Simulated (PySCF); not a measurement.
# Yb⁵⁰⁺ (ytterbium, charge +50) across methods

[Ar] 3d2, high-spin 3F determinant. Computed with PySCF 2.14 in an even-tempered Gaussian basis (16 s from 12 bohr⁻², ratio 2.5; 10 p from 15 bohr⁻², ratio 2.5; 7 d from 15 bohr⁻², ratio 2.5; 4 f from 53 bohr⁻², ratio 2.7; 3 g from 80 bohr⁻², ratio 2.7), with the non-relativistic Hamiltonian (point nucleus).

```
method  E (hartree)  mean ε 3p α (eV)  mean ε 3p β (eV)  mean ε 3d α (eV)  Σ⟨r²⟩ (bohr²)   ⟨S²⟩
 M06-L    -11107.65           -4645.6           -4633.9           -4403.3         0.5482  2.000
M06-2X    -11108.25           -4673.3           -4656.8           -4428.6         0.5482  2.000
   LDA    -11099.47           -4637.9           -4626.8           -4394.5         0.5487  2.000
r2SCAN    -11107.94           -4646.1           -4633.2           -4403.8         0.5484  2.000
   PBE    -11107.32           -4639.4           -4628.5           -4397.0         0.5483  2.000
  PBE0    -11107.46           -4656.3           -4642.3           -4413.7         0.5484  2.000
```

(1) Estimate the same row for UHF.

A non-relativistic calculation at this Z misses sizeable relativistic shifts. Spin-orbit coupling is strong in this species (close to jj coupling), so the high-spin LS determinant is a model state, not a physical level.

## Answers

(1) E (hartree) = -11106.88923; mean ε 3p α (eV) = -4704.9; mean ε 3p β (eV) = -4681.3; mean ε 3d α (eV) = -4462.6; Σ⟨r²⟩ (bohr²) = 0.5485; ⟨S²⟩ = 2.000.
